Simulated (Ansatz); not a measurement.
Relaxation of BCl$_{3}$H$_{2}$O (7 atoms, charge 0, multiplicity 1), to a largest force component of 0.03 eV/Å in at most 50 steps.

Method: Ansatz, RKS r2SCAN/6-31G*.

```xyz
7
Properties=species:S:1:pos:R:3:forces:R:3
B 0.051 0.336 0.008 -0.04 -0.13 1.07
Cl -0.010 0.608 1.815 0.03 -0.01 -0.96
Cl 1.575 0.464 -0.816 0.01 0.00 -0.02
Cl -1.466 0.255 -0.865 0.02 -0.01 -0.01
O 0.174 -2.207 0.546 -0.19 0.43 0.59
H -0.689 -2.540 0.248 0.05 0.02 0.03
H 0.015 -1.945 1.484 0.13 -0.31 -0.70
```

Question: Where does it end, and by what steps?

Answer: The run converged. After 8 steps the energy has fallen by 0.343 eV; B1 moved furthest, 0.46 Å. Joined: B1–O5 (2.60 → 1.70 Å).

| step | energy less start (eV) | largest force component (eV/Å) | accepted |
| --- | --- | --- | --- |
| 0 | 0.0000 | 1.074 | yes |
| 1 | 0.0185 | 2.572 | no |
| 2 | -0.0513 | 0.928 | yes |
| 3 | -0.0980 | 0.703 | yes |
| 4 | -0.1795 | 0.447 | yes |
| 5 | -0.3170 | 0.590 | yes |
| 6 | -0.3367 | 0.320 | yes |
| 7 | -0.3422 | 0.052 | yes |
| 8 | -0.3426 | 0.026 | yes |

```xyz
7
Properties=species:S:1:pos:R:3
B 0.059 -0.099 0.152
Cl -0.022 0.605 1.835
Cl 1.556 0.264 -0.766
Cl -1.496 0.022 -0.801
O 0.140 -1.769 0.477
H -0.654 -2.177 0.077
H 0.067 -1.876 1.448
```

Whether the end is a true minimum wasn't checked by a vibrational analysis.

Time of the run: 10 s on 2 threads of AMD EPYC 9R45 96-Core Processor (Zen 5) (shared host), peak memory 0.17 GiB.
